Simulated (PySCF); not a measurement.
Atoms are numbered as in `[CH3:1][C@@H:2]([F:3])[c:4]1[cH:5][cH:6][cH:7][cH:8][cH:9]1` (H(Xn): hydrogen on atom n).

[PySCF: GFN2-xTB geometry; shieldings: GIAO PBE0/pcSseg-1; equivalent nuclei averaged; non-relativistic; gas phase; one conformer]

Shifts are taken against calculated references (same method and geometry level): 13C against TMS.

Task: Do the 13C shifts follow the atomic charges (in e)? Tabulate both.

Result: 
```tsv
atoms	hybridisation	δ (ppm)	σ para (ppm)	Hirshfeld	IAO	Mulliken	ESP-fitted
C4	sp2	150.4	-226	-0.01	-0.01	-0.34	-0.09
C6/C8	sp2	134.0	-201	-0.05	-0.15	-0.07	-0.17
C7	sp2	133.0	-200	-0.05	-0.15	-0.07	-0.10
C5/C9	sp2	129.7	-193	-0.05	-0.16	-0.00	-0.12
C2	sp3	95.4	-148	+0.07	+0.19	+0.26	+0.43
C1	sp3	29.5	-91	-0.13	-0.43	-0.24	-0.37
```

Correlation coefficients of δ with charge over these carbons: Hirshfeld +0.43, IAO +0.51, Mulliken -0.01, ESP-fitted +0.20; with the paramagnetic shielding -0.99. Among the 4 sp2 carbons alone: Hirshfeld +0.99, IAO +0.99, Mulliken -1.00, ESP-fitted +0.56. With so few points, grouped by hybridisation, these coefficients are fragile. Charge is one influence among several: hybridisation and low-lying excitations act through the paramagnetic term.

Shifts are as computed. Against solution values, carbons near 30 ppm lie about +3 ppm off and those near 130 ppm about +5 ppm. Of 1211 compounds with measured shifts, 218 miss one by over three times the rms of a fit or turn the order of signals round; such compounds aren't used in these exercises.
